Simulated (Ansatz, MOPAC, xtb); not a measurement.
## How methods differ on SiSCl2F (SMILES F[Si]([S])(Cl)Cl)

SiSCl2F has 5 atoms, charge 0, and is taken as a doublet. SMILES: `F[Si]([S])(Cl)Cl`. The coordinates come from a PBE0-D4/def2-TZVP relaxation.

Quantity: the dipole moment, in D. The values are calculated.

```json
{"level": "MNDO", "kind": "semi-empirical", "program": "MOPAC", "value (D)": "1.09", "CPU time": "under 2 s"}
{"level": "PM7", "kind": "semi-empirical", "program": "MOPAC", "value (D)": "1.41", "CPU time": "under 2 s"}
{"level": "GFN0-xTB", "kind": "semi-empirical", "program": "xtb", "value (D)": "0.92", "CPU time": "under 2 s"}
{"level": "GFN2-xTB", "kind": "semi-empirical", "program": "xtb", "value (D)": "0.92", "CPU time": "under 2 s"}
{"level": "UHF/STO-3G", "kind": "Hartree–Fock", "program": "Ansatz", "value (D)": "2.29", "CPU time": "4.6 s"}
{"level": "UHF/3-21G", "kind": "Hartree–Fock", "program": "Ansatz", "value (D)": "0.85", "CPU time": "6.5 s"}
{"level": "UHF/def2-SVP", "kind": "Hartree–Fock", "program": "Ansatz", "value (D)": "0.77", "CPU time": "12 s"}
{"level": "UHF/def2-SVPD", "kind": "Hartree–Fock", "program": "Ansatz", "value (D)": "0.82", "CPU time": "38 s"}
{"level": "UPBE/6-31G", "kind": "GGA", "program": "Ansatz", "value (D)": "0.68", "CPU time": "24 s"}
{"level": "UB3LYP/6-31G* (spherical functions)", "kind": "global hybrid", "program": "Ansatz", "value (D)": "0.44", "CPU time": "41 s"}
```

The values span 0.44 to 2.29 D. Magnitudes only: a small dipole may point the other way at some levels. Sets without polarisation functions give poor dipoles. Times are those of the runs behind each value, whatever else they computed, on shared processors of several kinds: orders of magnitude only.
